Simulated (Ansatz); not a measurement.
Consider the ligand exchange at the Si–C bond: `[SiH3]C[SiH2]P` + `[OH][In]([F])[F]` → `[F][In]([F])[O][SiH3]` + `C[SiH2]P`.

Isolated molecules relaxed with PBE0-D4/def2-TZVP in Ansatz; ΔE leaves out vibrations. CCSD(T)/CBS adds triple-zeta CCSD(T) − MP2 to the extrapolated MP2 energy (def2 sets, frozen cores). DFT in def2-TZVPP. HSE06 is defined as in plane-wave codes. def2 core potentials past Kr. For In outer-core shells are correlated without core-valence functions, which leaves a few kJ/mol of doubt a bond. One conformer a species, not always the lowest.

```json
{"level": "PBE0-D4", "ΔE (kJ/mol)": "-81.4", "difference from CCSD(T)/CBS": "11.4"}
{"level": "r2SCANh-D4", "ΔE (kJ/mol)": "-89.9", "difference from CCSD(T)/CBS": "2.9"}
{"level": "HSE06-D4", "ΔE (kJ/mol)": "-81.3", "difference from CCSD(T)/CBS": "11.5"}
{"level": "CAM-B3LYP-D4", "ΔE (kJ/mol)": "-96.8", "difference from CCSD(T)/CBS": "-4.0"}
{"level": "r2SCAN", "ΔE (kJ/mol)": "-89.7", "difference from CCSD(T)/CBS": "3.1"}
{"level": "PBE0", "ΔE (kJ/mol)": "-84.3", "difference from CCSD(T)/CBS": "8.5"}
{"level": "HSE06", "ΔE (kJ/mol)": "-84.1", "difference from CCSD(T)/CBS": "8.7"}
{"level": "BHLYP", "ΔE (kJ/mol)": "-105.9", "difference from CCSD(T)/CBS": "-13.1"}
{"level": "LC-ωPBE", "ΔE (kJ/mol)": "-89.1", "difference from CCSD(T)/CBS": "3.7"}
{"level": "RPA@PBE/def2-TZVPP", "ΔE (kJ/mol)": "-91.9", "difference from CCSD(T)/CBS": "0.9"}
{"level": "MP2/def2-SVP", "ΔE (kJ/mol)": "-96.3", "difference from CCSD(T)/CBS": "-3.5"}
{"level": "CCSD/def2-SVP", "ΔE (kJ/mol)": "-98.1", "difference from CCSD(T)/CBS": "-5.3"}
{"level": "CCSD(T)/def2-TZVPP", "ΔE (kJ/mol)": "-92.8", "difference from CCSD(T)/CBS": "0.0"}
{"level": "SCS-MP2/def2-QZVPP", "ΔE (kJ/mol)": "-99.5", "difference from CCSD(T)/CBS": "-6.7"}
{"level": "HF/CBS(def2)", "ΔE (kJ/mol)": "-122.7", "difference from CCSD(T)/CBS": "-29.9"}
{"level": "MP2/CBS(def2)", "ΔE (kJ/mol)": "-93.2", "difference from CCSD(T)/CBS": "-0.4"}
{"level": "CCSD(T)/CBS", "ΔE (kJ/mol)": "-92.8", "difference from CCSD(T)/CBS": "0"}
```

What do rigid-rotor, harmonic-oscillator terms from PBE0-D4/def2-TZVP frequencies (298.15 K, 1 bar) make of the CCSD(T)/CBS value? (An estimate is asked.)

Computed: ΔZPE = +1.2 kJ/mol, ΔH = -91.0 kJ/mol, ΔS = 13 J/(mol·K), ΔG = -94.8 kJ/mol. Modes under 50 cm⁻¹ make the entropy rough.

Largest T1 diagnostic among the species: 0.018.

From r2SCAN to r2SCAN0 (25 % exact exchange), in def2-TZVPP and without D4, ΔE moves by −3.2 kJ/mol. The D4 term adds +5.1 kJ/mol with B3LYP and +2.9 kJ/mol with PBE0; it sums over pairs of atoms, weighted by their polarisabilities, and B3LYP, whose exchange is more repulsive, gets the larger term. In def2-TZVPP, CCSD(T) changes the Hartree–Fock value by +27.6 kJ/mol (the triples alone add +4.0 kJ/mol) and MP2 by +27.2 kJ/mol.

CCSD(T)/CBS has its own doubt, a few kJ/mol and more with outer-core shells, so smaller differences from it don't rank the levels.

B3LYP here is the variant with VWN-RPA as its local correlation; programs differ in this.
